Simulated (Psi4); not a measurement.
C4H10AlFO (SMILES CC(C)[O][Al]([CH3])[F]), singlet, geometry from GFN2-xTB (such geometries of metal compounds can be far from the true shape), atoms displaced at random by about 0.03 Å a coordinate; R2SCAN/STO-3G, gradient (Psi4).

Psi4 was given this input:
```
memory 2 GB

molecule {
0 1
Al   -0.15782387    0.45162837    1.14440976
F    -1.19227488   -0.27340134    2.15919870
C     0.57412940    2.21921205    1.66936524
H     1.62525213    2.27486880    1.73593576
H     0.17155800    2.64874978    2.67191593
H     0.31490978    3.02387382    0.91221052
O     0.24054362   -0.25236844   -0.21266223
C     0.58478143   -0.87568638   -1.42804664
C     0.58239337    0.15868724   -2.50516337
C    -0.50494815   -1.99423347   -1.68409432
H     1.61395498   -1.29830542   -1.36932903
H    -0.42372225    0.58473033   -2.59835261
H     0.81414153   -0.26568483   -3.50530426
H     1.23222807    0.92509545   -2.35242816
H    -0.45763885   -2.71587651   -0.85657306
H    -1.47062516   -1.61241430   -1.79643107
H    -0.20671785   -2.53654926   -2.63392106
symmetry c1
no_reorient
no_com
}

set {
  basis sto-3g
}

gradient('r2scan')
print_variables()
```

It wrote (shortened):

```
gradient() will perform analytic gradient computation.

   => Loading Basis Set <=

    Name: STO-3G
    Role: ORBITAL
    Keyword: BASIS

         ---------------------------------------------------------
                                   SCF
               by Justin Turney, Rob Parrish, Andy Simmonett
                          and Daniel G. A. Smith
                              RKS Reference
         ---------------------------------------------------------

  ==> Geometry <==

    Molecular point group: c1
    Full point group: C1

    Geometry (in Angstrom), charge = 0, multiplicity = 1:

       Center              X                  Y                   Z               Mass
    ------------   -----------------  -----------------  -----------------  -----------------
         AL          -0.157823870000     0.451628370000     1.144409760000    26.981538530000
         F           -1.192274880000    -0.273401340000     2.159198700000    18.998403162730
         C            0.574129400000     2.219212050000     1.669365240000    12.000000000000
         H            1.625252130000     2.274868800000     1.735935760000     1.007825032230
         H            0.171558000000     2.648749780000     2.671915930000     1.007825032230
         H            0.314909780000     3.023873820000     0.912210520000     1.007825032230
         O            0.240543620000    -0.252368440000    -0.212662230000    15.994914619570
         C            0.584781430000    -0.875686380000    -1.428046640000    12.000000000000
         C            0.582393370000     0.158687240000    -2.505163370000    12.000000000000
         C           -0.504948150000    -1.994233470000    -1.684094320000    12.000000000000
         H            1.613954980000    -1.298305420000    -1.369329030000     1.007825032230
         H           -0.423722250000     0.584730330000    -2.598352610000     1.007825032230
         H            0.814141530000    -0.265684830000    -3.505304260000     1.007825032230
         H            1.232228070000     0.925095450000    -2.352428160000     1.007825032230
         H           -0.457638850000    -2.715876510000    -0.856573060000     1.007825032230
         H           -1.470625160000    -1.612414300000    -1.796431070000     1.007825032230
         H           -0.206717850000    -2.536549260000    -2.633921060000     1.007825032230

  Running in c1 symmetry.

  Rotational constants: A =      0.11140  B =      0.03998  C =      0.03083 [cm^-1]
  Rotational constants: A =   3339.65212  B =   1198.51132  C =    924.21736 [MHz]
  Nuclear repulsion =  373.181687834305990

  Charge       = 0
  Multiplicity = 1
  Electrons    = 64
  Nalpha       = 32
  Nbeta        = 32

  ==> Algorithm <==

  SCF Algorithm Type is DF.
  DIIS enabled.
  MOM disabled.
  Fractional occupation disabled.
  Guess Type is SAD.
  Energy threshold   = 1.00e-08
  Density threshold  = 1.00e-08
  Integral threshold = 1.00e-12

  ==> Primary Basis <==

  Basis Set: STO-3G
    Blend: STO-3G
    Number of shells: 33
    Number of basis functions: 49
    Number of Cartesian functions: 49
    Spherical Harmonics?: true
    Max angular momentum: 1

  ==> DFT Potential <==

   => LibXC <=

    Version 7.1.2
    S. Lehtola, C. Steigemann, M. J. T. Oliveira, and M. A. L. Marques,  SoftwareX 7, 1–5 (2018) (10.1016/j.softx.2017.11.002)

   => Composite Functional: R2SCAN <=

    r2SCAN Meta-GGA XC Functional  (0.1021/acs.jpclett.0c02405)
    J. W. Furness, A. D. Kaplan, J. Ning, J. P. Perdew, J. Sun  J. Phys. Chem. Lett.  11, 8208–8215, 2020

    Deriv               =              1
    GGA                 =           TRUE
    Meta                =           TRUE

    Exchange Hybrid     =          FALSE
    MP2 Hybrid          =          FALSE

   => Exchange Functionals <=

    1.0000   XC_MGGA_X_R2SCAN

   => Correlation Functionals <=

    1.0000   XC_MGGA_C_R2SCAN

   => LibXC Density Thresholds  <==

    XC_MGGA_C_R2SCAN:  1.00E-15
    XC_MGGA_X_R2SCAN:  1.00E-11

   => Molecular Quadrature <=

    Radial Scheme          =       TREUTLER
    Pruning Scheme         =           NONE
    Nuclear Scheme         =       TREUTLER

    Blocking Scheme        =         OCTREE
    BS radius alpha        =              1
    Pruning alpha          =              1
    Radial Points          =             75
    Spherical Points       =            302
    Total Points           =         359192
    Total Blocks           =           2693
    Max Points             =            256
    Max Functions          =             46
    Weights Tolerance      =       1.00E-15

   => Loading Basis Set <=

    Name: (STO-3G AUX)
    Role: JKFIT
    Keyword: DF_BASIS_SCF

  ==> Integral Setup <==

  SCF_SUBTYPE=INCORE selected. In-core MEM_DF algorithm will be used.
  Using in-core AOs.

  ==> MemDFJK: Density-Fitted J/K Matrices <==

    J tasked:                   Yes
    K tasked:                    No
    wK tasked:                   No
    Algorithm:                 Core
    Schwarz Cutoff:           1E-12
    Mask sparsity (%):       2.9988
    Fitting Condition:        1E-10

   => Auxiliary Basis Set <=

  Basis Set: (STO-3G AUX)
    Blend: DEF2-UNIVERSAL-JKFIT
    Number of shells: 248
    Number of basis functions: 762
    Number of Cartesian functions: 897
    Spherical Harmonics?: true
    Max angular momentum: 4

  Minimum eigenvalue in the overlap matrix is 1.9987069034E-01.
  Reciprocal condition number of the overlap matrix is 7.9852256603E-02.
    Using symmetric orthogonalization.

  ==> Pre-Iterations <==

  SCF Guess: Superposition of Atomic Densities via on-the-fly atomic UHF (no occupation information).

   -------------------------
    Irrep   Nso     Nmo
   -------------------------
     A         49      49
   -------------------------
    Total      49      49
   -------------------------

  ==> Iterations <==

                           Total Energy        Delta E     RMS |[F,P]|

[...]
  @DF-RKS Final Energy:  -568.54520547246352
    Total Energy =                       -568.5452054724635218
[...]

         ------------------------------------------------------------
                                   SCF GRAD
                          Rob Parrish, Justin Turney,
                       Andy Simmonett, and Alex Sokolov
         ------------------------------------------------------------

  ==> Geometry <==

    Molecular point group: c1
    Full point group: C1

    Geometry (in Angstrom), charge = 0, multiplicity = 1:

       Center              X                  Y                   Z               Mass
    ------------   -----------------  -----------------  -----------------  -----------------
         AL          -0.157823870000     0.451628370000     1.144409760000    26.981538530000
         F           -1.192274880000    -0.273401340000     2.159198700000    18.998403162730
         C            0.574129400000     2.219212050000     1.669365240000    12.000000000000
         H            1.625252130000     2.274868800000     1.735935760000     1.007825032230
         H            0.171558000000     2.648749780000     2.671915930000     1.007825032230
         H            0.314909780000     3.023873820000     0.912210520000     1.007825032230
         O            0.240543620000    -0.252368440000    -0.212662230000    15.994914619570
         C            0.584781430000    -0.875686380000    -1.428046640000    12.000000000000
         C            0.582393370000     0.158687240000    -2.505163370000    12.000000000000
         C           -0.504948150000    -1.994233470000    -1.684094320000    12.000000000000
         H            1.613954980000    -1.298305420000    -1.369329030000     1.007825032230
         H           -0.423722250000     0.584730330000    -2.598352610000     1.007825032230
         H            0.814141530000    -0.265684830000    -3.505304260000     1.007825032230
         H            1.232228070000     0.925095450000    -2.352428160000     1.007825032230
         H           -0.457638850000    -2.715876510000    -0.856573060000     1.007825032230
         H           -1.470625160000    -1.612414300000    -1.796431070000     1.007825032230
         H           -0.206717850000    -2.536549260000    -2.633921060000     1.007825032230

  Nuclear repulsion =  373.181687834305990

  ==> Basis Set <==

  Basis Set: STO-3G
    Blend: STO-3G
    Number of shells: 33
    Number of basis functions: 49
    Number of Cartesian functions: 49
    Spherical Harmonics?: true
    Max angular momentum: 1

  ==> DFJKGrad: Density-Fitted SCF Gradients <==

    Gradient:                    1
    J tasked:                  Yes
    K tasked:                   No
    wK tasked:                  No
    Integrals threads:           1
    Schwarz Cutoff:          1E-12
    Fitting Condition:       1E-10

   => Auxiliary Basis Set <=

  Basis Set: (STO-3G AUX)
    Blend: DEF2-UNIVERSAL-JKFIT
    Number of shells: 248
    Number of basis functions: 762
    Number of Cartesian functions: 897
    Spherical Harmonics?: true
    Max angular momentum: 4

  ==> DFT Potential <==

   => LibXC <=

    Version 7.1.2
    S. Lehtola, C. Steigemann, M. J. T. Oliveira, and M. A. L. Marques,  SoftwareX 7, 1–5 (2018) (10.1016/j.softx.2017.11.002)

   => Composite Functional: R2SCAN <=

    r2SCAN Meta-GGA XC Functional  (0.1021/acs.jpclett.0c02405)
    J. W. Furness, A. D. Kaplan, J. Ning, J. P. Perdew, J. Sun  J. Phys. Chem. Lett.  11, 8208–8215, 2020

    Deriv               =              1
    GGA                 =           TRUE
    Meta                =           TRUE

    Exchange Hybrid     =          FALSE
    MP2 Hybrid          =          FALSE

   => Exchange Functionals <=

    1.0000   XC_MGGA_X_R2SCAN

   => Correlation Functionals <=

    1.0000   XC_MGGA_C_R2SCAN

   => LibXC Density Thresholds  <==

    XC_MGGA_C_R2SCAN:  1.00E-15
    XC_MGGA_X_R2SCAN:  1.00E-11

   => Molecular Quadrature <=

    Radial Scheme          =       TREUTLER
    Pruning Scheme         =           NONE
    Nuclear Scheme         =       TREUTLER

    Blocking Scheme        =         OCTREE
    BS radius alpha        =              1
    Pruning alpha          =              1
    Radial Points          =             75
    Spherical Points       =            302
    Total Points           =         359192
    Total Blocks           =           2693
    Max Points             =            256
    Max Functions          =             46
    Weights Tolerance      =       1.00E-15

  -Total Gradient:
     Atom            X                  Y                   Z
    ------   -----------------  -----------------  -----------------
       1       -0.010126135087    -0.042566662361    -0.028598777136
       2        0.000633434729     0.003171216832     0.003518202300
       3        0.063491696343    -0.020552802897    -0.005735111721
       4       -0.038740765058     0.004682476897    -0.004015655284
       5       -0.012514883488     0.022132954965     0.035496769286
       6       -0.002127902829     0.019950383436    -0.013978316919
       7       -0.012371065284     0.010204638859     0.011983570970
       8        0.021375606078     0.010491933584    -0.045819211329
       9        0.056885806120     0.030193982762     0.072178716015
      10       -0.075625085689     0.039974696310     0.027096026847
      11       -0.000819219408     0.011454638343    -0.000980164294
      12        0.001868680203    -0.002307471909    -0.001280940541
      13        0.000083698423     0.000820351830    -0.009130722706
      14       -0.053833929695    -0.058365346105    -0.019058821482
      15        0.004011646267    -0.000454232813     0.000344275283
      16        0.042998551592    -0.022373986862     0.002661857429
      17        0.011405336127    -0.008337830038    -0.019843880446

  Variable Map:
  ----------------------------------------------------------------------------
[...]
  Array Variable Map:
  ----------------------------------------------------------------------------
[...]
[...]
```
